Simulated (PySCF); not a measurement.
Atoms are numbered as in `[CH2:1]=[CH:2][O:3][C:4](=[O:5])[CH:6]=[CH2:7]`; H(Xn) means a hydrogen on atom n. Ha(C7) is cis to C4; Ha(C1) is cis to O3; Hb(C7) is trans to C4; Hb(C1) is trans to O3.

Calculated, not measured (PySCF 2.14.0 with density-fitted response routines): σ from GIAO-PBE0/pcSseg-1, geometry: GFN2-xTB. Single conformer, no solvent model, relativity neglected.

Scale: TMS for ¹³C and ¹H; ¹⁷O vs H2O (reference shieldings calculated alike).

```json
{"atoms": "Ha(C7)", "nucleus": "¹H", "count": "1", "Hirshfeld charge": "0.06", "δ (ppm)": "7.10"}
{"atoms": "Hb(C1)", "nucleus": "¹H", "count": "1", "Hirshfeld charge": "0.06", "δ (ppm)": "4.91"}
{"atoms": "H(C6)", "nucleus": "¹H", "count": "1", "Hirshfeld charge": "0.05", "δ (ppm)": "6.34"}
{"atoms": "O5", "nucleus": "¹⁷O", "count": "1", "Hirshfeld charge": "-0.25", "δ (ppm)": "400.8"}
{"atoms": "C2", "nucleus": "¹³C", "count": "1", "Hirshfeld charge": "0.03", "δ (ppm)": "?"}
{"atoms": "Hb(C7)", "nucleus": "¹H", "count": "1", "Hirshfeld charge": "0.06", "δ (ppm)": "6.36"}
{"atoms": "Ha(C1)", "nucleus": "¹H", "count": "1", "Hirshfeld charge": "0.05", "δ (ppm)": "5.17"}
{"atoms": "C7", "nucleus": "¹³C", "count": "1", "Hirshfeld charge": "-0.05", "δ (ppm)": "143.1"}
{"atoms": "O3", "nucleus": "¹⁷O", "count": "1", "Hirshfeld charge": "-0.08", "δ (ppm)": "264.2"}
{"atoms": "C1", "nucleus": "¹³C", "count": "1", "Hirshfeld charge": "-0.12", "δ (ppm)": "?"}
{"atoms": "C4", "nucleus": "¹³C", "count": "1", "Hirshfeld charge": "0.21", "δ (ppm)": "?"}
{"atoms": "H(C2)", "nucleus": "¹H", "count": "1", "Hirshfeld charge": "0.05", "δ (ppm)": "8.01"}
{"atoms": "C6", "nucleus": "¹³C", "count": "1", "Hirshfeld charge": "-0.06", "δ (ppm)": "?"}
```

Question: Complete the table.

Answer: 
- C4: 168.2 ppm, ester carbonyl carbon; it is a carbonyl in resonance with an O or N lone pair, the region of acids, esters and amides
- C2: 149.4 ppm, alkene carbon bearing oxygen; an sp2 carbon further deshielded by the attached heteroatom
- C6: 135.8 ppm, α carbon of a C=C–C=O unit; as expected for a trigonal carbon in a double bond
- C1: 102.4 ppm, β carbon of an enol-ether or enamine type C=C; the O or N lone pair pushes π density onto this β carbon and shields it

Shifts are as computed. Against solution values, carbons near 30 ppm lie about +3 ppm off and those near 130 ppm about +5 ppm. Of 1211 compounds with measured shifts, 218 miss one by over three times the rms of a fit or turn the order of signals round; such compounds aren't used in these exercises. Unscaled 17O shifts of doubly bonded oxygen tend to come out too high, by tens of ppm or more. Experimental scales use liquid or dissolved standards, which lie at an offset from isolated H2O (liquid H2O: subtract about 36 ppm).
